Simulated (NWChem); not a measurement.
Species: ZnH₂Se; SMILES [ZnH][SeH]

Program: NWChem. Pople sets run with spherical d functions. Medium grid unless said otherwise, to which SCAN and Minnesota functionals are sensitive. All runs use the structure optimised with PBE-D3(BJ)/def2-SVP. Total energies of different functionals are on different scales.

```json
[
 {"level": "B3LYP/6-31G*", "energy (Ha)": "-4181.6145", "highest occupied level (eV)": "-6.58", "orbital gap (eV)": "5.62", "dipole (D)": "1.15"},
 {"level": "PBE/6-31G*", "energy (Ha)": "-4180.8862", "highest occupied level (eV)": "-5.72", "orbital gap (eV)": "4.32", "dipole (D)": "1.11"},
 {"level": "TPSSh/6-31G*", "energy (Ha)": "-4181.4507", "highest occupied level (eV)": "-6.25", "orbital gap (eV)": "5.30", "dipole (D)": "1.20"},
 {"level": "KT2/6-31G*", "energy (Ha)": "-4198.6510", "highest occupied level (eV)": "-5.79", "orbital gap (eV)": "4.31", "dipole (D)": "1.09"},
 {"level": "PBE0/6-31G*", "energy (Ha)": "-4180.9951", "highest occupied level (eV)": "-6.84", "orbital gap (eV)": "6.13", "dipole (D)": "1.28"},
 {"level": "M05-2X/6-31G*", "energy (Ha)": "-4181.3881", "highest occupied level (eV)": "-8.14", "orbital gap (eV)": "8.03", "dipole (D)": "1.51"},
 {"level": "MPW1K/6-31G*", "energy (Ha)": "-4181.7948", "highest occupied level (eV)": "-7.66", "orbital gap (eV)": "7.41", "dipole (D)": "1.38"},
 {"level": "revPBE/6-31G*", "energy (Ha)": "-4181.2038", "highest occupied level (eV)": "-5.67", "orbital gap (eV)": "4.37", "dipole (D)": "1.11"},
 {"level": "r2SCAN0/6-31G*", "energy (Ha)": "-4181.4523", "highest occupied level (eV)": "[?]", "orbital gap (eV)": "[?]", "dipole (D)": "1.36"}
]
```

Question: Fill in the missing entries.

Answer: 
- r2SCAN0/6-31G*, highest occupied level (eV): -7.02
- r2SCAN0/6-31G*, orbital gap (eV): 6.50
